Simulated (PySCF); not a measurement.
Members of one series of related molecules.

All values: B3LYP/def2-SVPD (PySCF) at PBE0-D3(BJ)/def2-SVP geometries, gas phase, one conformer each. Core orbitals are frozen in the response; Δα² is half the sum of the squared differences of the principal polarisabilities. Atoms past krypton carry effective core potentials. The calculation is non-relativistic apart from the core potentials, for germanium and bromine too.

(1) Rank by polarisability anisotropy Δα, highest first.
A. `CC[N](C)[Ge]([Cl])([Cl])[Cl]` (Ge(NMeEt)Cl3)
B. `[CH3][Ge]([Cl])([Cl])[Cl]` (GeMeCl3)
C. `[SH][Ge]([Cl])([Cl])[Cl]` (Ge(SH)Cl3)
D. `C[S][Ge]([Cl])([Cl])[Cl]` (Ge(SMe)Cl3)
E. `[Cl][Ge]([Cl])([Cl])[Br]` (GeBrCl3)
F. `[Cl][Ge]([Cl])([Cl])[I]` (GeICl3)

(2) Rank by HOMO–LUMO gap, highest first.
A. `[Cl][Ge]([Cl])([C]#C)[Cl]` (Ge(CCH)Cl3)
B. `[I][Ge]([Cl])([Cl])[Cl]` (GeICl3)
C. `[GeH3][Ge]([Cl])([Cl])[Cl]` (Ge(GeH3)Cl3)
D. `[Cl][Ge]([Cl])([Cl])[CH3]` (GeMeCl3)
E. `[Ge]([Cl])([Cl])([C](F)(F)F)[Cl]` (Ge(CF3)Cl3)
F. `[Cl][Ge]([Cl])([S]C)[Cl]` (Ge(SMe)Cl3)

(3) Rank by mean static polarisability, lowest first.
A. `C#[C][Ge]([Cl])([Cl])[Cl]` (Ge(CCH)Cl3)
B. `[Cl][Ge]([Cl])([Cl])[I]` (GeICl3)
C. `C[S][Ge]([Cl])([Cl])[Cl]` (Ge(SMe)Cl3)
D. `[NH2][Ge]([Cl])([Cl])[Cl]` (Ge(NH2)Cl3)
E. `C[O][Ge]([Cl])([Cl])[Cl]` (Ge(OMe)Cl3)
F. `CC[N](C)[Ge]([Cl])([Cl])[Cl]` (Ge(NMeEt)Cl3)

Answers

(1) F (3.43 Å³), D (2.70 Å³), A (1.85 Å³), E (1.33 Å³), C (1.06 Å³), B (0.58 Å³).

(2) D (7.25 eV), E (7.10 eV), A (6.94 eV), C (6.41 eV), F (5.22 eV), B (4.99 eV).

(3) D (11.77 Å³), E (12.85 Å³), A (13.61 Å³), C (15.65 Å³), B (15.92 Å³), F (17.20 Å³).

All values together:

| SMILES | formula | μ (D) | HOMO (eV) | LUMO (eV) | α (Å³) | Δα (Å³) | electrons | α per electron (Å³) | ΔSCF removal energy (eV) |
| --- | --- | --- | --- | --- | --- | --- | --- | --- | --- |
| [NH2][Ge]([Cl])([Cl])[Cl] | Cl3GeH2N | 2.49 | -8.41 | -1.96 | 11.77 | 1.22 | 92 | 0.128 | – |
| C[S][Ge]([Cl])([Cl])[Cl] | CH3Cl3GeS | 2.50 | -7.60 | -2.38 | 15.65 | 2.70 | 108 | 0.145 | – |
| N#[C][Ge]([Cl])([Cl])[Cl] | CCl3GeN | 2.09 | -9.73 | -2.66 | 12.45 | 0.84 | 96 | 0.130 | – |
| F[C](F)(F)[Ge]([Cl])([Cl])[Cl] | CCl3F3Ge | 0.24 | -9.49 | -2.39 | 12.71 | 0.87 | 116 | 0.110 | – |
| [CH3][Ge]([Cl])([Cl])[Cl] | CH3Cl3Ge | 2.77 | -8.95 | -1.70 | 12.45 | 0.58 | 92 | 0.135 | – |
| [Cl][Ge]([Cl])([Cl])[Br] | BrCl3Ge | 0.50 | -8.99 | -3.04 | 13.76 | 1.33 | 118 | 0.117 | – |
| C#[C][Ge]([Cl])([Cl])[Cl] | C2HCl3Ge | 2.42 | -8.89 | -1.96 | 13.61 | 2.65 | 96 | 0.142 | – |
| CC[N](C)[Ge]([Cl])([Cl])[Cl] | C3H8Cl3GeN | 2.96 | -6.98 | -1.83 | 17.20 | 1.85 | 116 | 0.148 | – |
| [SH][Ge]([Cl])([Cl])[Cl] | Cl3GeHS | 1.53 | -8.20 | -2.59 | 13.80 | 1.06 | 100 | 0.138 | – |
| [Cl][Ge]([Cl])([Cl])[GeH3] | Cl3Ge2H3 | 3.09 | -8.51 | -2.10 | 15.97 | 2.10 | 118 | 0.135 | – |
| [Cl][Ge]([Cl])([Cl])[I] | Cl3GeI | 1.19 | -8.22 | -3.23 | 15.92 | 3.43 | 136 | 0.117 | 10.46 |
| C[O][Ge]([Cl])([Cl])[Cl] | CH3Cl3GeO | 1.66 | -8.76 | -2.26 | 12.85 | 1.32 | 100 | 0.129 | – |

Conformers: `CC[N](C)[Ge]([Cl])([Cl])[Cl]`.

A dash marks a removal energy that wasn't run or isn't settled.

How closely does the mean polarisability follow the number of electrons in this set?

The correlation coefficient is 0.69; α per electron runs from 0.110 to 0.148 Å³.
